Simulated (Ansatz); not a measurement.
Basis sets compared for (HZn-mu-Cl)2 (Zn₂H₂Cl₂). The state is a singlet with charge 0. Geometry PBE-D4/def2-SVP. Ansatz on 2 threads of Intel Xeon Platinum 8488C on a shared host; times are rough, and most runs start from earlier orbitals.

| atom | x (Å) | y (Å) | z (Å) |
| --- | --- | --- | --- |
| Cl1 | 1.380 | 0.187 | -0.949 |
| Cl2 | -1.380 | -0.183 | 0.949 |
| Zn3 | 0.933 | -0.145 | 1.329 |
| Zn4 | -0.933 | 0.145 | -1.328 |
| H5 | 1.815 | -0.285 | 2.584 |
| H6 | -1.814 | 0.280 | -2.584 |

Binding counts from free atoms (Cl doublet, Zn singlet, H doublet) in the same basis, without a counterpoise term.

| level | functions | energy (Eh) | HOMO (eV) | LUMO (eV) | binding per atom (eV) | wall time |
| --- | --- | --- | --- | --- | --- | --- |
| HF/STO-3G | 56 | -4424.7851 | -3.34 | 4.68 | 1.87 | 0.85 s |
| PBE-D4/def2-SVP | 108 | -4478.7704 | -6.92 | -1.19 | 2.14 | 1.2 s |
| PBE0-D4/def2-SVP | 108 | -4478.9110 | -8.21 | -0.38 | 2.14 | 2.7 s |

(1) Estimate the rows for HF/def2-TZVP, PBE-D4/def2-TZVP (with forces), PBE0-D4/def2-TZVP.

Results:

(1) 
```
                         level  functions  energy (Eh)  HOMO (eV)  LUMO (eV)  binding per atom (eV)  wall time
                  HF/def2-TZVP        182   -4475.9175     -11.33       1.66                   1.59      4.3 s
PBE-D4/def2-TZVP (with forces)        182   -4479.6240      -7.24      -1.51                   2.03      3.4 s
             PBE0-D4/def2-TZVP        182   -4479.7393      -8.45      -0.63                   2.06      4.8 s
```
